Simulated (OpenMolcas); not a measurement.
Pd6+.

- Program: OpenMolcas
- Basis: ANO-RCC-VTZP [7s6p4d2f1g]
- Scalar Hamiltonian: DKH2, point nucleus
- Active space: 4 electrons in 5 orbitals (4d)
- State averaging: 2S+1 = 5 even, 5 roots; 2S+1 = 3 even, 45 roots kept (CI in the orbitals of an earlier block); 2S+1 = 1 even, 50 roots kept (CI in the orbitals of an earlier block)
- Spin-orbit coupling: RASSI with atomic mean-field integrals over the reference wave functions, term energies averaged over their components

Two sets of levels on these reference wave functions, in cm-1 above 4d4 5D0: one from CASSCF and one from MS-CASPT2, IPEA 0.25 Eh, imaginary shift 0.1 Eh (closed shells correlated: 4s 4p).

```json
{"Level": "4d4 5D0", "Set 1": "0.0", "Set 2": "0.0"}
{"Level": "4d4 5D1", "Set 1": "900", "Set 2": "985"}
{"Level": "4d4 5D2", "Set 1": "2320", "Set 2": "2460"}
{"Level": "4d4 5D3", "Set 1": "4020", "Set 2": "4150"}
{"Level": "4d4 5D4", "Set 1": "5870", "Set 2": "5970"}
{"Level": "4d4 3P0(1)", "Set 1": "23260", "Set 2": "19990"}
{"Level": "4d4 3H4 [71 %]", "Set 1": "24140", "Set 2": "22090"}
{"Level": "4d4 3H5", "Set 1": "26200", "Set 2": "24380"}
{"Level": "4d4 3P1(1)", "Set 1": "27400", "Set 2": "24210"}
{"Level": "4d4 3H6", "Set 1": "27710", "Set 2": "26010"}
{"Level": "4d4 3F2(1)", "Set 1": "29090", "Set 2": "25970"}
{"Level": "4d4 3F4(1) [57 %]", "Set 1": "29830", "Set 2": "27070"}
{"Level": "4d4 3P2(1)", "Set 1": "32680", "Set 2": "29210"}
{"Level": "4d4 3G4 [63 %]", "Set 1": "33620", "Set 2": "30350"}
{"Level": "4d4 3G5", "Set 1": "35010", "Set 2": "32020"}
{"Level": "4d4 1I6", "Set 1": "39330", "Set 2": "36830"}
```

Question: Which set is which?

Answer: Set 2 is MS-CASPT2. Its levels of the other terms of 4d4 lie at 0.86 to 0.94 of the other set's values, as expected, since terms of lower spin or lower L gain more correlation energy than the Hund ground term.

CASPT2 does not keep the components of a term degenerate, so their means are used; among the terms shown or strongly mixed into the levels shown the widest spread is 1500 cm-1 (4d4 1I, MS-CASPT2). Terms from blocks run as CI alone lack orbitals of their own. Without dynamic correlation excited terms often stand tens of per cent too high (terms of higher spin than the ground term too low), and those without a measured partner can miss by more than the paired ones (holds for CASSCF). The CASPT2 spread within a term exceeds the gap to the next term for 4d4 3D and 4d4 1I, 4d4 1I and 4d4 1G(1), so the order of their levels is uncertain (holds for MS-CASPT2). Levels of configurations outside the active space are missing. Levels that lie high or do not pair safely by name in every column are left out.

A share in square brackets marks a mixed level and gives the weight of the term that names it, the lowest over the columns. A number in round brackets counts repeated terms of one configuration in the order of the reference energies.
